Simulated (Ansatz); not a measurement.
A nudged elastic band was laid between two geometries of BH₅O₂Si (9 atoms, charge 0, multiplicity 1).

Theory: RKS B3LYP/def2-SVP (Ansatz).

```
movable images  : 9
climbing image  : yes
spring          : 5.0 eV/Å²
optimiser       : quadratic models (default)
start path      : through a guess of the saddle point
force threshold : 0.03 eV/Å
iteration limit : 44
end points      : relaxed
```

First end point:

```xyz
9
Properties=species:S:1:pos:R:3
O -0.047 0.981 -1.424
B 0.324 0.434 -0.230
O 1.398 0.855 0.500
Si -0.785 -1.100 0.530
H 0.509 1.710 -1.739
H 1.905 1.587 0.119
H -1.907 -1.480 -0.379
H 0.063 -2.312 0.753
H -1.372 -0.721 1.854
```

Last end point:

```xyz
9
Properties=species:S:1:pos:R:3
O -0.280 1.650 -0.420
B 0.321 0.441 -0.222
O 1.632 0.186 -0.506
Si -0.789 -1.090 0.544
H 0.289 2.344 -0.785
H 2.136 0.930 -0.867
H -0.808 -2.255 -0.396
H -0.208 -1.574 1.835
H -2.203 -0.679 0.799
```

Problem. What changes between the two ends?

Solution. No bond is made or broken. The dihedral O3–B2–Si4–H7 goes from -179 to -59°. The two ends are copies of one structure, up to a mirror image or an exchange of like atoms.

Problem. Give the energies along the band, and the barrier.

Solution. The forces met the threshold. The highest image is number 5 of 0 to 10, 7.0 kcal/mol above the ends, which have the same energy within 2 meV. A vibrational analysis at the climbing image gives 2 clearly imaginary modes (581i, 57i cm⁻¹): a point of higher order, so a lower path passes nearby.

```
image  path coordinate (Å)  energy (kcal/mol)  dihedral O3–B2–Si4–H7 (°)
    0                 0.00                0.0                       -179
    1                 0.52                0.0                       -162
    2                 1.04                0.0                       -145
    3                 1.56                0.0                       -127
    4                 2.08                1.8                       -116
    5                 2.60                7.0                       -125
    6                 3.05                2.6                       -117
    7                 3.51                0.0                       -106
    8                 3.96                0.0                        -90
    9                 4.41                0.0                        -74
   10                 4.87                0.0                        -59
```

Problem. What is the geometry of the highest image?

Solution. 
```xyz
9
Properties=species:S:1:pos:R:3:forces:R:3
O -0.382 1.348 -1.062 0.02 0.00 0.01
B 0.286 0.549 -0.190 -0.01 0.00 -0.01
O 1.561 0.872 0.226 0.01 0.01 0.01
Si -0.747 -1.068 0.527 0.01 0.00 0.00
H 0.144 2.124 -1.319 -0.01 0.00 0.00
H 2.309 0.617 -0.325 0.00 0.00 -0.01
H -1.198 -1.953 -0.594 0.00 0.00 0.00
H 0.089 -1.896 1.450 0.00 0.00 0.00
H -1.973 -0.640 1.271 0.00 0.00 0.00
```

The band took 17 iterations and of the order of 6 core-minutes.

Run time: 6.2 min on 1 thread of Arm Neoverse V2, on a shared host, peak memory 0.17 GiB.
